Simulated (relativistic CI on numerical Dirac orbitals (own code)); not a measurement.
Os³⁺: resonant inelastic scattering at the L2,3 edge

Computed with this model: Dirac-Coulomb-Breit CI, KLI orbitals optimised for each configuration, model QED (radiative potential, 1s self-energy scaled to tabulated hydrogen-like ionisation energies), valence Slater integrals scaled by 0.8, Kramers-Heisenberg scattering through one core-hole configuration in a parametric crystal field; configurations [Xe] 4f14 5d5 → [He] 2s2 2p5 3s2 3p6 3d10 4s2 4p6 4d10 4f14 5s2 5p6 5d6; 300 K; core-hole width 7.5 eV; summed over polarisations. Incident energies are the highest absorption maxima for each field (at most a few, so the weaker spin-orbit partner edge can be absent), on the computed scale of the free ion. Intensities are in per cent of the strongest line above 0.02 eV; levels within 1 cm⁻¹ are merged; final levels count from the ground level, the first row holds all elastic scattering, lines under 0.4 are left out and each table stops after 24 rows. The scale of the Slater integrals is a model choice and moves the terms in proportion.

Field parameters in Wybourne normalisation: D4h B²₀ = −7Ds, B⁴₀ = 21(Dq − Dt), B⁴₄ = 21√(5/14) Dq; Oh B⁴₀ = 21Dq, B⁴₄ = √(5/14) B⁴₀. The field is a parameter set, without covalency, and values of 10Dq over about 45,000 cm⁻¹ lie beyond real compounds.

S is read from ⟨S²⟩ = S(S + 1).

Oh, 10Dq = 54600 cm⁻¹:

```csv
Final level (eV),Degeneracy,Irrep,S,10875 eV,12390.3 eV
0.000,2,Γ7,0.53,729.0,48.6
0.745,4,Γ8,0.52,34.3,0.4
5.350,4,Γ8,1.48,25.4,2.0
5.546,2,Γ7,1.50,26.0,13.7
5.657,4,Γ8,1.49,24.0,12.7
5.782,2,Γ6,1.49,8.4,4.2
6.217,2,Γ6,1.47,2.3,0.8
6.264,4,Γ8,1.44,45.0,9.2
6.322,4,Γ8,1.39,24.0,12.0
6.325,2,Γ7,1.33,17.3,8.8
6.652,4,Γ8,0.62,100.0,37.2
6.854,2,Γ7,0.59,27.6,15.4
7.058,2,Γ6,0.54,6.5,3.2
7.177,2,Γ7,0.74,7.4,7.9
7.311,4,Γ8,0.67,7.8,2.6
7.439,4,Γ8,0.56,17.5,3.3
7.825,4,Γ8,0.54,22.7,16.2
```

D4h, 10Dq = 14250, Ds = -1300, Dt = 720 cm⁻¹:

```
Final level (eV)  Degeneracy  Irrep     S  10872.7 eV
           0.000           2     Γ7  2.21      6212.5
           0.033           2     Γ6  2.31        91.5
           0.065           2     Γ7  2.34        69.0
           0.785           2     Γ7  1.37       100.0
           1.260           2     Γ6  1.51        19.2
           1.348           2     Γ7  1.45        37.5
           1.456           2     Γ7  1.41        20.3
           1.464           2     Γ6  1.32        38.1
           1.648           2     Γ6  1.27        14.1
           1.882           2     Γ7  1.33        19.7
           1.886           2     Γ6  1.21        18.3
           2.064           2     Γ7  1.25        37.9
           2.124           2     Γ6  1.20         7.1
           2.136           2     Γ6  1.25        11.7
           2.156           2     Γ7  1.16        49.7
           2.249           2     Γ6  1.38         5.5
           2.271           2     Γ7  1.20        33.3
           2.348           2     Γ7  1.35        16.7
           2.454           2     Γ7  1.34        28.0
           2.469           2     Γ6  1.20        14.7
           2.476           2     Γ7  1.23        36.7
           2.522           2     Γ7  1.14        36.1
           2.546           2     Γ6  1.36        10.9
           2.643           2     Γ7  1.31        22.1
```

For the first field the strongest loss at the lowest incident energy is the level at 6.65 eV (S = 0.62, against 0.53 in the thermal ground state). Levels of other spin, the first over 8 % at 5.35 eV, appear because spin-orbit coupling of the core hole, and in heavier ions of the valence shell too, mixes spins.
